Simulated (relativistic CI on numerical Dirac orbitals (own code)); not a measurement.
# Line list: Forbidden lines, Hg10+

Computed by Dirac-Coulomb-Breit CI, KLI orbitals optimised for each configuration, QED by a radiative potential, unscaled Slater integrals (own radial code, finite nucleus).

Configurations in the expansion (outside the closed core [Kr] 4d10): 4f14 5s2 5p6 5d2, 4f14 5s2 5p6 5d 6s, 4f14 5s2 5p6 5d 5f, 4f14 5s2 5p5 5d3, 4f14 5s2 5p6 6s2, 4f14 5s2 5p6 5d 6p, 4f14 5s2 5p6 5f2, 4f14 5s2 5p6 5d 5g, 4f14 5s2 5p6 6s 6p, 4f14 5s2 5p6 5f 6s, 4f14 5s 5p6 5d3, 4f14 5s2 5p6 5d 6d, 4f14 5s2 5p5 5d2 5f, 4f14 5s2 5p6 6p2, 4f14 5s2 5p6 5f 6p, 4f14 5s2 5p6 5d 7s, 4f14 5s2 5p6 5g2, 4f14 5s2 5p6 5d 7p, 4f14 5s2 5p6 5g 6s, 4f14 5s2 5p5 5d2 6s, 4f14 5s2 5p5 5d2 5g, 4f14 5s2 5p6 5d 6f, 4f13 5s2 5p6 5d3, 4f14 5s 5p6 5d2 5f, 4f14 5s2 5p6 5d 7d, 4f14 5s2 5p6 5g 6p, 4f14 5s2 5p6 5d 8s, 4f14 5s2 5p5 5d2 6p, 4f14 5s2 5p6 5d 8p, 4f14 5s2 5p6 5f 5g, 4f14 5p6 5d4, 4f14 5p5 5d5. Double excitations out of closed p, d and f shells are left out; levels of such configurations are missing from the list, as are those of other unlisted configurations, and high levels can miss mixing partners. Some configurations lack a partner that the ground configuration has and come out too high, among them 4f14 5s2 5p5 5d2 5f, 4f14 5s2 5p5 5d2 6s, 4f14 5s2 5p5 5d2 5g, 4f14 5s 5p6 5d2 5f, 4f14 5s2 5p5 5d2 6p.

| λ vac (nm) | Lower | Upper | Type | A (s⁻¹) | log gf |
| --- | --- | --- | --- | --- | --- |
| 30.417 | 4f14 5s2 5p5 5d3 5F°_4 [24] | 4f14 5s2 5p5 5d2 6s 5G°_6 [195] | E2 | 4.98e+04 | -5.05 |
| 30.979 | 4f14 5s2 5p6 5d2 3F_3 [2] | 4f14 5s2 5p6 5d 6s 1D_2 [13] | E2 | 5.63e+04 | -5.39 |
| 31.343 | 4f14 5s2 5p5 5d3 5G°_5 [30] | 4f14 5s2 5p5 5d2 6s 5G°_6 [195] | E2 | 1.02e+05 | -4.71 |
| 31.384 | 4f14 5s2 5p5 5d3 5G°_6 [54] | 4f14 5s2 5p5 5d2 6s 3H°_6 [222] | E2 | 9.26e+04 | -4.75 |
| 31.620 | 4f14 5s2 5p6 5d2 3F_3 [2] | 4f14 5s2 5p6 5d 6s 3D_3 [12] | E2 | 9.25e+04 | -5.01 |
| 31.666 | 4f14 5s2 5p5 5d3 5D°_4 [32] | 4f14 5s2 5p5 5d2 6s 5G°_6 [195] | E2 | 2.34e+04 | -5.34 |
| 31.740 | 4f14 5s2 5p6 5d2 3F_2 [1] | 4f14 5s2 5p6 5d 6s 3D_2 [11] | E2 | 1.65e+05 | -4.90 |
| 32.028 | 4f14 5s2 5p6 5d2 3F_2 [1] | 4f14 5s2 5p6 5d 6s 3D_1 [10] | E2 | 2.12e+05 | -5.01 |
| 32.178 | 4f14 5s2 5p5 5d3 5G°_6 [34] | 4f14 5s2 5p5 5d2 6s 5G°_6 [195] | E2 | 1.64e+05 | -4.48 |
| 32.267 | 4f14 5s2 5p6 5d2 3F_4 [4] | 4f14 5s2 5p6 5d 6s 1D_2 [13] | E2 | 4.40e+04 | -5.46 |
| 32.283 | 4f14 5s2 5p6 5d2 3P_2 [5] | 4f14 5s2 5p6 5d 6s 1D_2 [13] | E2 | 5.88e+04 | -5.34 |
| 32.407 | 4f14 5s2 5p5 5d3 3I°_7 [60] | 4f14 5s2 5p5 5d2 6s 3H°_6 [222] | E2 | 1.95e+05 | -4.40 |
| 32.963 | 4f14 5s2 5p6 5d2 3F_4 [4] | 4f14 5s2 5p6 5d 6s 3D_3 [12] | E2 | 2.01e+05 | -4.64 |
| 32.979 | 4f14 5s2 5p6 5d2 3P_2 [5] | 4f14 5s2 5p6 5d 6s 3D_3 [12] | E2 | 5.85e+04 | -5.18 |
| 33.363 | 4f14 5s2 5p6 5d2 3P_1 [6] | 4f14 5s2 5p6 5d 6s 3D_3 [12] | E2 | 4.61e+04 | -5.27 |
| 33.921 | 4f14 5s2 5p6 5d2 3F_3 [2] | 4f14 5s2 5p6 5d 6s 3D_2 [11] | E2 | 1.27e+05 | -4.96 |
| 34.251 | 4f14 5s2 5p6 5d2 3F_3 [2] | 4f14 5s2 5p6 5d 6s 3D_1 [10] | E2 | 1.09e+05 | -5.24 |
| 34.294 | 4f14 5s2 5p6 5d2 3P_0 [3] | 4f14 5s2 5p6 5d 6s 3D_2 [11] | E2 | 3.99e+04 | -5.45 |
| 34.441 | 4f14 5s2 5p5 5d3 5G°_6 [54] | 4f14 5s2 5p5 5d2 6s 5G°_6 [195] | E2 | 2.89e+04 | -5.17 |
| 34.583 | 4f14 5s2 5p6 5d2 1G_4 [7] | 4f14 5s2 5p6 5d 6s 1D_2 [13] | E2 | 2.74e+05 | -4.61 |
| 35.214 | 4f14 5s2 5p6 5d2 3P_2 [8] | 4f14 5s2 5p6 5d 6s 1D_2 [13] | E2 | 1.37e+05 | -4.89 |
| 35.383 | 4f14 5s2 5p6 5d2 1G_4 [7] | 4f14 5s2 5p6 5d 6s 3D_3 [12] | E2 | 6.58e+04 | -5.06 |
| 35.471 | 4f14 5s2 5p6 5d2 3F_4 [4] | 4f14 5s2 5p6 5d 6s 3D_2 [11] | E2 | 1.16e+05 | -4.96 |
| 35.490 | 4f14 5s2 5p6 5d2 3P_2 [5] | 4f14 5s2 5p6 5d 6s 3D_2 [11] | E2 | 4.11e+04 | -5.41 |
| 35.851 | 4f14 5s2 5p6 5d2 3P_2 [5] | 4f14 5s2 5p6 5d 6s 3D_1 [10] | E2 | 6.75e+04 | -5.41 |
| 36.044 | 4f14 5s2 5p6 5d2 3P_2 [8] | 4f14 5s2 5p6 5d 6s 3D_3 [12] | E2 | 3.14e+04 | -5.37 |
| 36.306 | 4f14 5s2 5p6 5d2 3P_1 [6] | 4f14 5s2 5p6 5d 6s 3D_1 [10] | E2 | 7.68e+04 | -5.34 |
| 38.290 | 4f14 5s2 5p6 5d2 1G_4 [7] | 4f14 5s2 5p6 5d 6s 3D_2 [11] | E2 | 1.27e+04 | -5.86 |
| 40.334 | 4f14 5s2 5p6 5d2 1S_0 [9] | 4f14 5s2 5p6 5d 6s 1D_2 [13] | E2 | 1.98e+04 | -5.62 |
| 55.676 | 4f14 5s2 5p5 5d3 3I°_7 [60] | 4f14 5s2 5p5 5d3 1I°_6 [147] | M1 | 5.04e+04 | -4.52 |

Terms are leading LS components. Brackets give the number of a level in order of energy, since labels repeat. The list gives strong lines, with weight on those to low levels, among the lowest 400 of 2353 levels, so that lines to higher ones, which can be the strongest, are missing. Levels whose partners in the same complex of configurations lie outside the list can be far off, and so can their lines. Rates are taken at the computed energies, electric ones in the length gauge.

At this charge transitions that keep the count of f electrons are usually good to a few per cent. Terms inside the open d or f shell come out 10 to 20 % too wide with unscaled integrals. Levels and lines within the n = 5 or 6 shells can be off by up to 10 % or somewhat more, and those that change n by about 2 %, since core polarisation is missing. Levels that differ in their count of f electrons can be misplaced by several ten thousand cm⁻¹, since the correlation energy of f electrons is missing or only estimated; rates across such gaps can be off by orders of magnitude.

Q: From the table, what is the radiative lifetime of 4f14 5s2 5p6 5d 6s 1D_2?

A: The listed rates from this level add up to about 5.90e+05 s⁻¹, 99 % of its decay; with all channels τ = 1.68e-06 s.

LS names give the leading component of a level, which can be under half, so a name can repeat, a term be missing and a line seem to break the LS rules.
